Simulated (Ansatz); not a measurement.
A structure relaxed at PBE-D4/def2-SVP in Ansatz, charge 0, doublet:

```csv
atom,x (Å),y (Å),z (Å)
Co1,-0.711,-0.630,-0.941
Co2,-0.423,-0.023,1.268
Co3,1.101,0.633,-0.317
S4,0.793,0.047,-2.350
S5,-2.085,-1.199,0.601
S6,1.326,1.171,1.740
```

Problem. Give its formula and point group.

Solution. the cluster Co₃S₃. Point group D3h (tolerance 0.1 Å).

Problem. Summarise the bond lengths by kind (pairs closer than 1.2 times the sum of covalent radii, bridged metal pairs left out).

Solution. 6 × Co–S 2.14 to 2.17 Å.

The charge 0 doublet is spin-contaminated (final ⟨S²⟩ up to 3.55, 0.75 for a pure state). Another isomer (quartet) lies 0.47 eV lower at PBE0-D4/def2-TZVP; other spin states weren't run for this one.
